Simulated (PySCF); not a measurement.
Continuum solvent and chemical shifts

Structure with atom numbers: `[O:1]=[C:2]([F:3])[c:4]1[cH:5][cH:6][cH:7][c:8]2[cH:9][cH:10][cH:11][cH:12][c:13]12`; H(Xn) means a hydrogen on atom n.

GIAO PBE0/pcSseg-1 in PySCF on one PBE0-D3(BJ)/def2-SVP conformer, non-relativistic, equivalent nuclei averaged. Solvents enter as an IEF-PCM continuum (benzene with ε = 2.3, chloroform with ε = 4.7, dimethylsulfoxide with ε = 46.8) around the gas-phase geometry. Shifts are referred to TMS, CFCl3 computed in the same medium.

In benzene, δ in ppm: C2 163.9, C7 145.2, C5 141.7, C13 137.5, C8 137.3, C11 136.5, C9 135.7, C10 133.3, C12 132.2, C6 130.1, C4 122.8, F3 23.5, H(C12) 10.00, H(C5) 8.78. Dipole moment 4.49 D.

Task: How does each δ change in the more polar media?

Result: 
| atoms | environment | Δδ, chloroform | Δδ, dimethylsulfoxide |
| --- | --- | --- | --- |
| C2 | carbonyl carbon | +0.8 | +1.6 |
| C7 | aromatic CH | +1.1 | +2.3 |
| C5 | aromatic CH | +0.9 | +2.1 |
| C13 | ring-fusion aromatic carbon | +0.1 | +0.2 |
| C8 | ring-fusion aromatic carbon | +0.2 | +0.5 |
| C11 | aromatic CH | +0.5 | +1.1 |
| C9 | aromatic CH | +0.8 | +1.7 |
| C10 | aromatic CH | +0.5 | +1.0 |
| C12 | aromatic CH | -0.2 | -0.6 |
| C6 | aromatic CH | +0.7 | +1.5 |
| C4 | substituted aromatic carbon | -0.2 | -0.4 |
| F3 | fluorine bonded to C | +0.3 | +0.9 |
| H(C12) | hydrogen on an aromatic CH | -0.05 | -0.12 |
| H(C5) | hydrogen on an aromatic CH | +0.06 | +0.14 |

Changes are relative to benzene. The dipole moment becomes 4.85 D in chloroform, 5.25 D in dimethylsulfoxide.

Task: Which nuclei move most (in ppm), and what does the model miss?

Result: C7 (aromatic CH, +2.3 ppm) in dimethylsulfoxide. A continuum only polarises the solute; specific hydrogen bonds, the anisotropy of aromatic solvents and changes of geometry or conformer are outside it.
